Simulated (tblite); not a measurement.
Species: C₆H₉GeNO.
SMILES with atom numbers: `[CH3:1][C@@:2]1([C:3]#[N:4])[CH2:5][CH2:6][C:7](=[O:8])[GeH2:9]1` (hydrogens: H10, H11, H12 on C1; H13, H14 on C5; H15, H16 on C6; H17, H18 on Ge9)

Computed with GFN2-xTB (tblite), gas phase: L-BFGS steps from a force-field or distance-geometry start until the largest atomic force falls under 0.01 eV/Å.

At the end of the run (lengths in Å): C7–Ge9 2.024, C2–Ge9 2.026, Ge9–H18 1.503, Ge9–H17 1.509, C1–H11 1.090, C6–H15 1.091, C7=O8 1.197, C6–C7–Ge9 106.8°, C1–C2–Ge9 115.8°, O8–C7–Ge9 127.4°, C5–C2–Ge9 102.2°, C1–C2–C5–C6 169°, C2–C5–C6–C7 -51°, C5–C6–C7–O8 -151°, H15–C6–C5–C2 -175°, H15–C6–C7–O8 -26°.

Task: These geometries were met on the way; a selection of coordinates is given. Order them by energy above the end point, lowest first.
A. C7–Ge9 1.994, C2–Ge9 2.010, Ge9–H18 1.492, Ge9–H17 1.503, C1–H11 1.089, C6–H15 1.092, C7=O8 1.200, C6–C7–Ge9 108.4°, C1–C2–Ge9 112.0°, O8–C7–Ge9 127.3°, C5–C2–Ge9 104.4°, C1–C2–C5–C6 156°, C2–C5–C6–C7 -35°, C5–C6–C7–O8 -165°, H15–C6–C5–C2 -158°, H15–C6–C7–O8 -41°
B. C7–Ge9 1.893, C2–Ge9 1.954, Ge9–H18 1.552, Ge9–H17 1.552, C1–H11 1.121, C6–H15 1.121, C7=O8 1.226, C6–C7–Ge9 114.1°, C1–C2–Ge9 109.9°, O8–C7–Ge9 122.7°, C5–C2–Ge9 105.2°, C1–C2–C5–C6 156°, C2–C5–C6–C7 -35°, C5–C6–C7–O8 -165°, H15–C6–C5–C2 -155°, H15–C6–C7–O8 -45°
C. C7–Ge9 1.984, C2–Ge9 2.007, Ge9–H18 1.494, Ge9–H17 1.510, C1–H11 1.084, C6–H15 1.093, C7=O8 1.197, C6–C7–Ge9 111.1°, C1–C2–Ge9 109.8°, O8–C7–Ge9 123.6°, C5–C2–Ge9 105.2°, C1–C2–C5–C6 155°, C2–C5–C6–C7 -35°, C5–C6–C7–O8 -165°, H15–C6–C5–C2 -156°, H15–C6–C7–O8 -43°
D. C7–Ge9 2.019, C2–Ge9 2.026, Ge9–H18 1.501, Ge9–H17 1.507, C1–H11 1.089, C6–H15 1.095, C7=O8 1.196, C6–C7–Ge9 108.1°, C1–C2–Ge9 113.2°, O8–C7–Ge9 127.1°, C5–C2–Ge9 103.7°, C1–C2–C5–C6 158°, C2–C5–C6–C7 -37°, C5–C6–C7–O8 -164°, H15–C6–C5–C2 -159°, H15–C6–C7–O8 -40°
E. C7–Ge9 1.983, C2–Ge9 2.005, Ge9–H18 1.501, Ge9–H17 1.517, C1–H11 1.076, C6–H15 1.086, C7=O8 1.178, C6–C7–Ge9 111.7°, C1–C2–Ge9 109.0°, O8–C7–Ge9 122.1°, C5–C2–Ge9 105.4°, C1–C2–C5–C6 155°, C2–C5–C6–C7 -35°, C5–C6–C7–O8 -165°, H15–C6–C5–C2 -155°, H15–C6–C7–O8 -43°

Result: D (0.057 eV), A (0.094 eV), C (0.158 eV), E (0.261 eV), B (0.481 eV).

```tsv
step	E above end (eV)	rms distance from the end, all atoms (Å)	largest force (eV/Å)	rms shift of all bonds from the end (Å)
14	0.057	0.166	0.264	0.003
8	0.094	0.184	0.259	0.009
5	0.158	0.198	0.745	0.011
2	0.261	0.204	2.433	0.015
0	0.481	0.209	3.021	0.043
```

Rows stand in the order of the answer.
